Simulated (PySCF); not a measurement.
Species: CH5BNP.
Atom-mapped SMILES: `[N:1]#[C:2][BH2-:3][PH3+:4]` (hydrogens: H5, H6 on B3; H7, H8, H9 on P4)

Method: PBE0-D3(BJ)/def2-SVP geometry optimisation, gas phase (PySCF 2.14.0).

(1) Give the optimised bond lengths and angles.

## Answers

(1) 
```
               bond  length (bohr)
              N1≡C2          2.194
              C2–B3          2.958
              B3–P4          3.676
       B3–H5, B3–H6          2.301
P4–H7, P4–H8, P4–H9          2.672
```

Bonds in one row agree within 0.02 bohr and their mean is given. A selection of angles:
```
   angle  degrees
N1–C2–B3    177.5
C2–B3–P4    104.9
C2–B3–H5    114.4
C2–B3–H6    114.6
P4–B3–H5    103.8
H5–B3–H6    113.6
B3–P4–H7    117.3
B3–P4–H8    115.4
H7–P4–H8    101.5
```

P4 (phosphorus bonded to B and 3 H) is distorted tetrahedral (angles from 101.1° to 117.3°). B3 (four-coordinate boron) is distorted tetrahedral (angles from 103.8° to 114.6°). The 4 heavy atoms lie in one plane (0.001 Å rms).

Point group: Cs (every atom within 0.08 Å of its image). PBE0-D3(BJ)/def2-SVP frequencies: not computed here.
